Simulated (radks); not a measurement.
Valence configurations of the oxygen ion O2+ (all share [He]). All-electron calculation, non-relativistic Kohn-Sham, SCAN, spin-polarised, spherical densities, point nucleus; open shells are filled with parallel spins first; meta-GGA in the generalised Kohn-Sham scheme. Program: a radial shooting solver on a logarithmic mesh with Libxc functionals. Energies are relative to 2s2 2p2; eigenvalues in eV for spin up.

| valence | E (eV) | moment (Bohr magnetons) | e(2p) | e(2s) |
|---|---|---|---|---|
| 2s2 2p2 | 0.000 | 2 | -45.799 | -62.002 |
| 2s1.5 2p2.5 | 3.972 | 3 | -46.512 | -62.762 |
| 2p4 | 32.426 | 2 | -45.417 | - |
| 2s1 2p3 | 5.658 | 4 | -46.869 | -63.093 |

NIST lists [He] 2s2 2p2 as the ground configuration; this level of theory agrees among the configurations tried. The energies are those of spherical high-spin densities, not of single terms.
